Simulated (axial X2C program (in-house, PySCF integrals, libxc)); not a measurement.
**Worked dissociation energy of FeCl⁺: HF, scalar-relativistic**

Calculated with an in-house relativistic program for diatomic molecules. Spin-free means the one-electron spin-free X2C Hamiltonian. Basis: Fe dyall-v3z [9s10p6d3f2g], Cl dyall-v3z [8s7p2d1f] (cores contracted in-house); Gaussian nuclei, density fitting, unrestricted open shells. Masses: Fe 55.935 u, Cl 34.969 u.

Molecular state: M_S = 2, Λ = 2 (beyond evenly filled blocks: σα, π+α, π-α, δ+α, δ+β, δ-α).

```
E(Fe+) (2M_S = 5, M_L = 0) : -1271.139107 hartree
E(Cl) (2M_S = 1, M_L = 0)  : -460.902732 hartree
E(FeCl⁺) at Re             : -1732.100318 hartree
ωe                         : 481.1 cm⁻¹
ωexe                       : 1.27 cm⁻¹
```

Q: Work out De and D0.

A: De = -1271.139107 + (-460.902732) − (-1732.100318) = 0.05848 hartree = 1.591 eV. The zero-point energy is ωe/2 − ωexe/4 = 240 cm⁻¹ = 0.030 eV, so D0 = 1.562 eV.

One determinant describes the state; a PBE0 search over occupations chose it and may have missed a lower one. De is counted from the lowest determinant-based energies of the atoms at the same level, without counterpoise correction. Other states lie close and PBE0, whose exact exchange favours high spin, may order them wrongly; the determinant shown need not be the ground state. The nearest other spin-free determinant of the search, M_S = 2, Λ = 1, lies 0.23 eV up at the distance of the search. The stretched end of a curve changes character and is left out.

Hartree–Fock lacks correlation and underbinds, often by eV.

Each atomic determinant is the lowest at this level and need not be a pure term. Totals compare only within one Hamiltonian and basis.
